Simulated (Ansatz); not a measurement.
CH$_{5}$Br$_{2}$NOSi, singlet, at a GFN2-xTB geometry, atoms displaced at random by about 0.03 Å a coordinate; PBE/STO-3G, gradient (Ansatz, an electronic-structure program).

The Ansatz input:
Ansatz 0.2 input:
```yaml
crystal:
  periodic: [false, false, false]
  atoms:
    - {symbol: C, position_ang: [-2.47798104, -0.06903172, -1.58105319]}
    - {symbol: O, position_ang: [-1.24743770, 0.52793205, -1.13748637]}
    - {symbol: Si, position_ang: [0.02298250, -0.07018643, -0.50933384]}
    - {symbol: N, position_ang: [1.03892958, -0.91015592, -1.68149910]}
    - {symbol: Br, position_ang: [1.21478023, 1.60178693, 0.17078760]}
    - {symbol: Br, position_ang: [-0.52648379, -1.40362208, 1.13961910]}
    - {symbol: H, position_ang: [-2.34178372, -0.52592674, -2.50125967]}
    - {symbol: H, position_ang: [-2.79524666, -0.78432165, -0.84325423]}
    - {symbol: H, position_ang: [-3.24393871, 0.79636911, -1.60852844]}
    - {symbol: H, position_ang: [1.98670342, -1.12077360, -1.52333136]}
    - {symbol: H, position_ang: [0.64111164, -1.55447440, -2.29898740]}
basis:
  gaussian:
    orbitals: STO-3G
hamiltonian:
  xc: pbe
output: {forces: true}
```

The log (banner, timings and long lists left out):

```
Functional definition: PBE
739 factors; integrals over basis functions are off by at most 3.1e-5 eV
mean field evaluation 1: about -150905.5562 eV, gradient 3.5e1 eV
mean field evaluation 2: about -150902.3237 eV, gradient 4.8e1 eV
mean field evaluation 4: about -150909.6902 eV, gradient 2.1e0 eV
mean field evaluation 8: about -150909.6296 eV, gradient 1.1e-1 eV
mean field -150909.62959854 eV, -5545.8265975257 hartree, gradient 3.0e-5 eV, S^2 0.000000; 0 other end points of the search recorded, 0 dependent functions left out
the calculation of the forces begins
reference -150909.62962333 eV, -5545.8265984364 hartree; 55, 55 occupied and 10, 10 virtual orbitals, 739 factors
Total energy: -150909.62962333 eV, -5545.8265984364 hartree
Atom 0 at    -2.477981    -0.069032    -1.581053 Å, force    -0.289185     3.612889     2.885050 eV/Å
Atom 1 at    -1.247438     0.527932    -1.137486 Å, force    -3.883906     2.978207    -2.489885 eV/Å
Atom 2 at     0.022982    -0.070186    -0.509334 Å, force     4.723953    -3.177298     0.264921 eV/Å
Atom 3 at     1.038930    -0.910156    -1.681499 Å, force    -2.206848     3.406186     2.000544 eV/Å
Atom 4 at     1.214780     1.601787     0.170788 Å, force     0.803950     1.158025     0.552421 eV/Å
Atom 5 at    -0.526484    -1.403622     1.139619 Å, force    -0.382756    -0.864945     1.111627 eV/Å
Atom 6 at    -2.341784    -0.525927    -2.501260 Å, force     0.023394    -1.543619    -3.429844 eV/Å
Atom 7 at    -2.795247    -0.784322    -0.843254 Å, force    -0.914635    -1.357261     0.993040 eV/Å
Atom 8 at    -3.243939     0.796369    -1.608528 Å, force     0.674756    -1.298771    -0.350480 eV/Å
Atom 9 at     1.986703    -1.120774    -1.523331 Å, force     3.010135    -0.483504     0.722395 eV/Å
Atom 10 at     0.641112    -1.554474    -2.298987 Å, force    -1.558858    -2.429910    -2.259791 eV/Å
Dipole moment:    -0.246026    -0.324586    -0.467225 e Å
```
